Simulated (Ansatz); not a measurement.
`CCB(O)CC` + `N[Si](O)(O)F` → `CCB(O)O` + `CC[Si](N)(O)F`  (redistribution)

Program: Ansatz. Geometries: PBE0-D4/def2-TZVP. ΔE: electronic, gas phase. CBS: MP2 limit from def2 TZ/QZ plus the TZ coupled-cluster correction, frozen cores. Functionals use def2-TZVPP. B3LYP here is the variant with VWN-RPA as its local correlation; programs differ in this. Each species was taken in one conformer, which may not be the lowest.

`CCB(O)CC`:

Z-matrix (Å, degrees):
```
C
C 1 1.525
H 1 1.093 2 111.7
H 1 1.093 2 111.7 3 -120.2
H 1 1.093 2 111.4 3 119.8
B 2 1.573 1 116.8 3 174.0
H 2 1.095 1 110.8 3 -59.2
H 2 1.102 1 108.8 3 55.6
C 6 1.581 2 123.9 1 -33.2
O 6 1.365 2 116.0 1 147.0
C 9 1.534 6 111.1 2 91.5
H 9 1.098 6 110.6 2 -147.3
H 9 1.095 6 110.8 2 -29.8
H 10 0.961 6 113.0 2 176.2
H 11 1.094 9 111.5 6 59.2
H 11 1.093 9 111.5 6 179.3
H 11 1.092 9 111.4 6 -60.6
```

`N[Si](O)(O)F`:

Z-matrix (Å, degrees):
```
Si
O 1 1.629
O 1 1.629 2 115.7
N 1 1.687 2 105.4 3 -122.6
F 1 1.593 2 107.5 3 113.5
H 2 0.958 1 117.1 3 -81.2
H 3 0.958 1 116.2 2 -64.5
H 4 1.005 1 121.5 2 171.4
H 4 1.006 1 120.8 2 -36.3
```

`CCB(O)O`:

Cartesian coordinates in Å:
```
C -0.467 -0.463 -1.382
C -0.583 0.503 -0.210
B 0.408 0.251 0.989
O 1.325 -0.766 1.017
O 0.362 1.084 2.066
H -1.181 -0.232 -2.176
H 0.529 -0.431 -1.835
H -0.660 -1.496 -1.076
H -1.603 0.490 0.193
H -0.438 1.534 -0.552
H 1.302 -1.313 0.229
H 1.007 0.840 2.736
```

`CC[Si](N)(O)F`:

Z-matrix (Å, degrees):
```
C
C 1 1.527
H 1 1.093 2 111.3
H 1 1.093 2 111.6 3 120.1
H 1 1.093 2 111.3 3 -119.8
Si 2 1.852 1 113.8 3 59.5
H 2 1.095 1 110.6 3 -178.9
H 2 1.096 1 110.5 3 -62.1
O 6 1.634 2 106.0 1 177.5
N 6 1.705 2 118.1 1 -58.4
F 6 1.602 2 108.0 1 58.0
H 9 0.959 6 116.4 2 172.4
H 10 1.006 6 122.2 2 -62.7
H 10 1.006 6 120.8 2 90.2
```

| level | ΔE (kJ/mol) | difference from CCSD(T)/CBS |
| --- | --- | --- |
| PBE-D4 | -31.3 | -9.9 |
| r2SCAN-D4 | -26.6 | -5.2 |
| PBE0-D4 | -28.5 | -7.1 |
| B3LYP-D4 | -26.3 | -4.9 |
| ωB97X-V | -25.5 | -4.1 |
| ωB97M-V | -26.1 | -4.7 |
| B2PLYP | -24.6 | -3.2 |
| PBE | -32.0 | -10.6 |
| r2SCAN | -26.9 | -5.5 |
| B3LYP | -27.2 | -5.8 |
| SCS-MP2/def2-TZVPP | -20.9 | 0.5 |
| CCSD/def2-TZVPP | -21.9 | -0.5 |
| CCSD(T)/def2-TZVPP | -22.7 | -1.3 |
| MP2/def2-QZVPP | -20.4 | 1.0 |
| MP2/CBS(def2) | -20.3 | 1.1 |
| CCSD/CBS(def2) | -20.6 | 0.8 |
| CCSD(T)/CBS | -21.4 | 0 |

Largest T1 diagnostic among the species: 0.011.
